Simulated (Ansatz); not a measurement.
One geometry of GeHF3, several levels of theory.

```yaml
crystal:
  periodic: [false, false, false]
  atoms:
    - {symbol: Ge, position_ang: [0.000585, -0.000977, 0.086460]}
    - {symbol: H, position_ang: [0.011110, -0.018094, 1.602593]}
    - {symbol: F, position_ang: [1.574802, 0.010843, -0.573731]}
    - {symbol: F, position_ang: [-0.796949, 1.371128, -0.542295]}
    - {symbol: F, position_ang: [-0.789549, -1.362889, -0.573018]}
basis:
  gaussian: {orbitals: def2-TZVP}
magnetization: {spin_polarized: true, initial_magnetization: 2}
hamiltonian: {xc: pbe0, dispersion: d4}
scf: {omitted_lower_state_checks: [starts]}
output: {orbitals: {seedname: orbitals}}
```

The file start.molden holds the orbitals of an earlier run on this structure, at another level or in another basis.

```sh
$ ansatz run in.yaml --threads 2 --pin off --events-out ev --progress --plain --max-ram 32768MiB --backend cpu
```

Output, abridged:

```
Functional definition: PBE0
913 factors; their error is unknown
mean field evaluation 1: about -64663.9338 eV, gradient 3.9e1 eV
mean field evaluation 2: about -64650.8982 eV, gradient 7.6e1 eV
mean field evaluation 4: about -64668.5139 eV, gradient 1.6e0 eV
mean field evaluation 8: about -64668.5340 eV, gradient 1.4e-1 eV
mean field evaluation 16: about -64668.8329 eV, gradient 7.0e-4 eV
mean field -64668.83289693 eV, -2376.5357748528 hartree, gradient 4.3e-5 eV, S^2 2.005878; 0 other end points of the search recorded, 0 dependent functions left out
reference -64668.83291801 eV, -2376.5357756275 hartree; 31, 29 occupied and 116, 118 virtual orbitals, 913 factors
Total energy: -64668.89274628 eV, -2376.5379742758 hartree
Checks for a lower state left out: starts
```

Run time 3.4 s (2 threads of AMD EPYC 7R13 on a shared host).

The first input with `gaussian: {orbitals: def2-TZVP, initial_orbitals: start.molden}`, `hamiltonian: {xc: r2scan, dispersion: d4}` (abridged; 4.8 s):

```
Functional definition: r2SCAN
mean field -64680.56476526 eV, -2376.9669130617 hartree, gradient 3.7e-5 eV, S^2 2.005056
Total energy: -64680.58092630 eV, -2376.9675069690 hartree
Checks for a lower state left out: starts
```

The first input with `gaussian: {orbitals: def2-TZVP, initial_orbitals: start.molden}`, `hamiltonian: {xc: pbe, dispersion: d4}` (abridged; 2.2 s):

```
Functional definition: PBE
mean field -64668.15060419 eV, -2376.5107010570 hartree, gradient 1.5e-5 eV, S^2 2.002359
Total energy: -64668.22285546 eV, -2376.5133562423 hartree
Checks for a lower state left out: starts
```

Geometry: PBE0-D4/def2-TZVP, that of the neutral singlet.

At PBE0-D4/def2-TZVP a singlet of charge 0 lies 8.24 eV below the triplet at the same geometry.
